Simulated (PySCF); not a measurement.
# Reading the logs of faulty runs: AlBFH2 cation

These are calculations, not measurements. They come from PySCF 2.14.0, an open-source quantum chemistry program, on an isolated molecule that a program drew, which may never have been made. The molecule is AlBFH2 cation (charge +1, singlet), drawn as the SMILES string `F[B+][AlH2]`.

Each row is a Hartree-Fock (HF) and frozen-core CCSD(T) single point in the cc-pV(D+d)Z basis, meant for a local HF minimum. Run 1 is clean. Each other run has one planted mistake out of seven kinds, and not every kind appears here: one electron removed, one electron added, multiplicity raised by two, geometry at a saddle point, minimal basis STO-3G, one bond length entered in bohr, all coordinates scaled. The reference is restricted for singlets and unrestricted otherwise, and also for a bond in bohr. Adding or removing an electron swaps singlet and doublet. Electrons count all cores. HOMO and LUMO are orbital energies over both spins, the gradient is its largest component, and the lowest frequency (negative if imaginary) is given only where the gradient is small. Bond lengths are over the 4 bonds as drawn. T1 is the CCSD diagnostic: over 0.02 (restricted) or 0.045 (unrestricted) a single reference is doubtful.

Geometry of the clean run:
```xyz
5
AlBFH2 cation, angstrom
F    -2.1832    0.4611   -1.5215
B    -1.1913    1.0663   -1.1229
Al    0.6691    2.2015   -0.3750
H     1.6016    2.4393   -1.5880
H     0.5056    2.4329    1.1472
```

| run | electrons | basis functions | <S^2> | HOMO (eV) | LUMO (eV) | gradient (hartree/bohr) | lowest frequency (cm^-1) | mean bond (Å) | longest bond (Å) | T1 | HF (hartree) | CCSD(T) (hartree) | mistake |
|---|---|---|---|---|---|---|---|---|---|---|---|---|---|
| 1 | 28 | 61 | 0.000 | -17.71 | -5.32 | 2.0e-06 | 234 | 1.6573 | 2.304 | 0.0170 | -366.95198 | -367.29287 | no fault |
| 2 | 28 | 61 | 0.883 | -17.14 | -6.26 | 1.6e-02 | - | 1.9306 | 2.321 | 0.0601 | -366.74080 | -367.04995 | one bond length entered in bohr |
| 3 | 27 | 61 | 0.861 | -23.87 | -15.64 | 4.2e-02 | - | 1.6573 | 2.304 | 0.0280 | -366.34061 | -366.65995 | one electron removed |
| 4 | 29 | 61 | 0.757 | -6.22 | 1.21 | 8.3e-02 | - | 1.6573 | 2.304 | 0.0189 | -367.16295 | -367.51793 | one electron added |
| 5 | 28 | 61 | 0.000 | -18.03 | -5.33 | 1.1e-01 | - | 1.5529 | 2.159 | 0.0151 | -366.93384 | -367.27104 | all coordinates scaled |
| 6 | 28 | 21 | 0.000 | -16.02 | -0.29 | 3.8e-02 | - | 1.6573 | 2.304 | 0.0209 | -362.43007 | -362.55942 | ? |

**Which mistake was planted in run 6, and what did it cost?**

It has 21 basis functions where the clean run has 61, with the same electrons and geometry. So the mistake is: minimal basis STO-3G. Subtracting run 1 and multiplying by 627.51 kcal/mol a hartree, the energy moved by 2837.5 kcal/mol in HF and 2970.3 kcal/mol in CCSD(T).

Cautions from the logs. Run 2: T1 is over the limit, so its CCSD(T) energy is less reliable; run 6: T1 is over the limit, so its CCSD(T) energy is less reliable.
